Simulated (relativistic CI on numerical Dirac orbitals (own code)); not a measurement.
## Electric-dipole lines of Ru³²⁺

Calculated at this level of theory: Dirac-Coulomb-Breit CI, KLI orbitals optimised for each configuration, a model potential for QED, unscaled Slater integrals (own radial code, finite nucleus).

CI space (outside the closed core [Ne]): 3s², 3s3p, 3p², 3s3d, 3d², 3p3d, 3p4s, 3d4s, 3s4s, 3s4p, 3s4d, 3s4f, 3s5s, 3s5p, 3s5d, 3s5f. Levels of other configurations are missing.

```
λ vac (nm)           Lower           Upper   A (s⁻¹)  log gf  S velocity/length
    1.0003   3s3p ³P°2 [4]   3s5d ³D3 [66]  5.05e+12   -0.28               0.94
    1.0946   3s3d ³D3 [12]  3s5f ³F°4 [70]  6.93e+12    0.05               0.96
    1.3130     3s² ¹S0 [1]  3s4p ¹P°1 [40]  4.68e+12   -0.44               0.99
    1.3480   3s3p ³P°0 [2]   3s4d ³D1 [44]  4.97e+12   -0.39               0.96
    1.3553   3s3p ³P°1 [3]   3s4d ³D2 [45]  6.85e+12   -0.03               0.96
    1.3927   3s3p ³P°2 [4]   3s4d ³D3 [46]  9.13e+12    0.27               0.96
    1.4263   3s3p ¹P°1 [5]   3s4d ¹D2 [47]  8.22e+12    0.10               0.98
    1.4847     3p² ¹D2 [7]  3s4f ¹F°3 [53]  2.56e+12   -0.23               0.96
    1.5361     3p² ³P2 [9]  3s4f ¹F°3 [53]  2.79e+12   -0.16               0.96
    1.5468     3p² ³P2 [9]  3s4f ³F°3 [50]  5.50e+12    0.14               0.97
    1.5477   3s3d ³D1 [10]  3s4f ³F°2 [49]  1.61e+13    0.46               0.97
    1.5535   3s3d ³D2 [11]  3s4f ³F°3 [50]  1.14e+13    0.46               0.97
    1.5585   3s3d ³D3 [12]  3s4f ³F°4 [51]  1.91e+13    0.80               0.97
    1.5931   3s3d ¹D2 [14]  3s4f ¹F°3 [53]  1.22e+13    0.51               0.96
    3.1632  3s4p ³P°2 [41]   3s5d ³D3 [66]  1.56e+12    0.21               1.01
    3.4115   3s4d ³D1 [44]  3s5f ³F°2 [68]  2.59e+12    0.35               1.00
    3.4138   3s4d ³D2 [45]  3s5f ³F°3 [69]  2.53e+12    0.49               1.00
    3.4302   3s4d ¹D2 [47]  3s5f ¹F°3 [71]  2.77e+12    0.53               1.00
    3.4333   3s4d ³D3 [46]  3s5f ³F°4 [70]  3.07e+12    0.69               1.00
    8.9230   3s3p ³P°1 [3]     3p² ³P2 [9]  7.94e+10   -0.32               1.01
    10.419     3s² ¹S0 [1]   3s3p ¹P°1 [5]  1.07e+11   -0.28               0.99
    10.448   3s3p ¹P°1 [5]   3s3d ¹D2 [14]  1.38e+11    0.05               1.00
    10.451   3s3p ³P°2 [4]   3s3d ³D3 [12]  5.57e+10   -0.19               1.04
    10.751   3s3p ³P°2 [4]   3s3d ³D2 [11]  5.03e+10   -0.36               1.00
    10.877   3s3d ³D2 [11]  3p3d ³P°2 [24]  8.11e+10   -0.14               0.91
    10.927     3p² ³P2 [9]  3p3d ³D°3 [21]  6.60e+10   -0.08               1.02
    11.264  3p3d ³D°3 [21]    3d² ³F4 [29]  6.36e+10    0.04               1.16
    12.099   3s3d ¹D2 [14]  3p3d ¹F°3 [25]  9.20e+10    0.15               1.01
    12.180   3s3d ³D3 [12]  3p3d ³F°4 [20]  4.27e+10   -0.07               0.99
    12.263  3p3d ¹F°3 [25]    3d² ¹G4 [33]  6.91e+10    0.15               1.32
```

Terms are leading LS components. Brackets give the number of a level in order of energy, since labels repeat. The list gives strong lines, with weight on those to low levels. Levels whose partners in the same complex of configurations lie outside the list can be far off, and so can their lines. Rates are taken at the computed energies, electric ones in the length gauge. A velocity-to-length ratio far from 1 marks an uncertain rate.

At this charge energies of transitions that change n are usually good to better than 1 %, and those within a shell (Δn = 0) to a few per cent.

LS names give the leading component of a level, which can be under half, so a name can repeat, a term be missing and a line seem to break the LS rules.
